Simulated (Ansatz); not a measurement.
The same molecule with X = O, S, Se. Ansatz, PBE0-D4/def2-TZVP geometries, multiplicity 1. Each molecule was computed in one conformer, which needn't be the lowest.

Scalar relativity is left out up to krypton.

```csv
X,molecule,mean X–B bond length / Å,mean X–Si bond length / Å,LUMO energy (PBE/def2-TZVPP) / eV,HOMO–LUMO gap (PBE0/def2-TZVPP) / eV,HOMO energy (PBE0/def2-TZVPP) / eV
O,`BO[SiH2]C`,1.345,1.663,-1.53,7.79,-8.31
Se,`B[Se][SiH2]C`,1.907,2.302,-2.44,6.10,-7.63
```

Q: Give the row for X = S, `BS[SiH2]C`. (An estimate is asked.)

A: Computed: 
```csv
X,molecule,mean X–B bond length / Å,mean X–Si bond length / Å,LUMO energy (PBE/def2-TZVPP) / eV,HOMO–LUMO gap (PBE0/def2-TZVPP) / eV,HOMO energy (PBE0/def2-TZVPP) / eV
S,`BS[SiH2]C`,1.773,2.163,-2.34,6.67,-8.06
```

From O to Se the mean X–B bond length rises at each step, by 0.562 Å in all; the mean X–Si bond length rises at each step, by 0.639 Å in all; the LUMO energy (PBE/def2-TZVPP) falls at each step, by 0.91 eV in all; the HOMO–LUMO gap (PBE0/def2-TZVPP) falls at each step, by 1.69 eV in all; the HOMO energy (PBE0/def2-TZVPP) rises at each step, by 0.68 eV in all. Bonds lengthen as the atom grows down the group.

Spin–orbit coupling is left out; it splits and shifts lone-pair levels of the heavy atoms by tenths of an eV.
